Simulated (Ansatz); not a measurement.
`S[SiH2]BCl` + `BC` → `BCBCl` + `[SiH3]S` at 400 K and 1 bar (formal exchange of groups at a B–Si bond).

Program: Ansatz. Geometries: PBE0-D4/def2-TZVP. ΔE: electronic, gas phase. CBS: MP2 limit from def2 TZ/QZ plus the TZ coupled-cluster correction, frozen cores. This one scheme is used for every species. Each species was taken in one conformer, which may not be the lowest.

| species | CCSD(T)/CBS energy (Eh) | H − E (kJ/mol) | S (J/(mol·K)) |
| --- | --- | --- | --- |
| `S[SiH2]BCl` | -1173.87376 | 137.0 | 380.9 |
| `BC` | -65.83255 | 164.9 | 265.6 |
| `BCBCl` | -550.44841 | 187.8 | 343.9 |
| `[SiH3]S` | -689.27336 | 109.8 | 293.0 |

H − E and S are ideal-gas, rigid-rotor, harmonic terms from PBE0-D4/def2-TZVP, for one conformer and one mirror image of each species. 1 Eh = 2625.50 kJ/mol, R = 8.31446 J/(mol·K).

Q: By hand: ΔE, ΔH, ΔS and ΔG.

A: ΔE = (-550.44841) + (-689.27336) − (-1173.87376) − (-65.83255) = -0.01546 Eh = -40.6 kJ/mol. Δ(H − E) = 187.8 + 109.8 − 137.0 − 164.9 = -4.3, so ΔH = -44.9 kJ/mol. ΔS = 343.9 + 293.0 − 380.9 − 265.6 = -9.6 J/(mol·K). ΔG = -44.9 − 400 × (-9.6)/1000 = -41.1 kJ/mol.

Q: By hand: the equilibrium constant, and the temperature at which ΔG would vanish if ΔH and ΔS stayed fixed.

A: log₁₀ K = −ΔG/(RT ln 10) = 5.4. ΔG = 0 at ΔH/ΔS = 4677 K, far beyond where these terms or the molecules hold.

The number of gas molecules stays the same, so ΔS is small and ΔH decides. A doubt of 5 kJ/mol in ΔE shifts log₁₀ K by 0.7 here. Other conformers and mirror images would add mixing entropy, several J/(mol·K) or more a flexible species. Modes under 60 cm⁻¹, often nearly free rotors, make the harmonic entropy too high. These are equilibria of isolated gas molecules and say nothing of rates. Largest T1 diagnostic: 0.013 (customary marks: 0.02 for closed shells, 0.045 for open ones).
